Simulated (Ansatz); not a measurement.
Start from `NCC[SiH2]N` and change one atom or group to get `NCC[SiH2]F`.

Ansatz, PBE0-D4/def2-TZVP geometries, multiplicity 1. Each molecule was computed in one conformer, which needn't be the lowest.

```tsv
property	`NCC[SiH2]N`
HOMO–LUMO gap (PBE/def2-TZVPP) / eV	5.06
LUMO energy (ωB97M-V/def2-TZVPP) / eV	2.04
LUMO energy (B3LYP/def2-TZVPP) / eV	0.29
HOMO energy (ωB97M-V/def2-TZVPP) / eV	-9.18
LUMO energy (PBE0/def2-TZVPP) / eV	0.59
HOMO energy (B3LYP/def2-TZVPP) / eV	-6.55
```

Problem. Give the same properties after the change, and the shifts. (Best estimate.)

Solution. Computed: 
```csv
property,`NCC[SiH2]F`,shift
HOMO–LUMO gap (PBE/def2-TZVPP) / eV,5.10,0.04
LUMO energy (ωB97M-V/def2-TZVPP) / eV,2.11,0.07
LUMO energy (B3LYP/def2-TZVPP) / eV,0.20,-0.09
HOMO energy (ωB97M-V/def2-TZVPP) / eV,-9.47,-0.29
LUMO energy (PBE0/def2-TZVPP) / eV,0.44,-0.15
HOMO energy (B3LYP/def2-TZVPP) / eV,-6.81,-0.26
```

With PBE0 the HOMO falls by 0.26 eV and the LUMO falls by 0.15 eV, so the gap widens by about 0.11 eV. PBE moves the HOMO by -0.25 eV and ωB97M-V by -0.29 eV.

B3LYP here is the variant with VWN-RPA as its local correlation; programs differ in this.
